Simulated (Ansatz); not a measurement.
Abstraction of H: SbH2Cl + CH3S2 → SbHCl + CH4S2

Gas-phase species: SbH2Cl `[Cl][SbH2]`, singlet; CH3S2 (methyldithio radical) `CS[S]`, doublet; SbHCl `[Cl][SbH]`, doublet; CH4S2 (methyl hydrodisulfide) `CSS`, singlet. A radical takes H: the energy is the difference in strength between the Sb–H bond broken and the S–H bond made.

Shapes, held fixed at every level: PBE0-D4/def2-TZVP. Flexible molecules stand in one conformer, not always the lowest. Programs: Ansatz 0.2.0. The zero-point and thermal change to 298 K, harmonic and unscaled (PBE0-D4/def2-TZVP), is +3.2 kJ/mol.

```
              level                   kind  ΔH(298 K) (kJ/mol)  less CCSD(T)/def2-TZVPP
       MP2/def2-SVP    perturbation theory               -36.7                    -12.0
  PBE-D4/def2-TZVPP                    GGA               -15.9                     +8.8
B3LYP-D4/def2-TZVPP          global hybrid               -18.3                     +6.4
   CCSD(T)/def2-SVP  coupled cluster or CI               -31.7                     -7.0
      CCSD/def2-SVP  coupled cluster or CI               -34.1                     -9.4
    CCSD/def2-TZVPP  coupled cluster or CI               -28.2                     -3.5
 CCSD(T)/def2-TZVPP  coupled cluster or CI               -24.7                      0.0
```

The highest level, CCSD(T)/def2-TZVPP, gives ΔH(298 K) = -24.7 kJ/mol; the levels span -36.7 to -15.9. The column of differences is taken from that level and isn't an error. No measured value is set beside it here. Open shells run unrestricted. For atoms past krypton def2 sets carry core potentials with scalar relativity. Outer-core shells of Sb are correlated, in sets that cover them unevenly.
